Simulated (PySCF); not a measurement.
Vertical excitations of a molecule C₂H₄NO, multiplicity 2 from PySCF with TDA-PBE/def2-SVPD, as energy in eV (oscillator strength): 1.69 (0.000), 2.65 (0.013), 5.58 (0.001), 5.59 (0.002), 5.66 (0.002), 5.70 (0.022), 5.73 (0.006), 5.85 (0.000), 5.92 (0.001), 6.16 (0.000). Coordinates come from a PBE-D3(BJ)/def2-SVP optimisation. Other conformers were not sampled.

**Question.** Which structure fits?
(A) CC([NH])=O
(B) [CH2]C(N)=O
(C) C[N]C=O

**Answer.** B, [CH2]C(N)=O
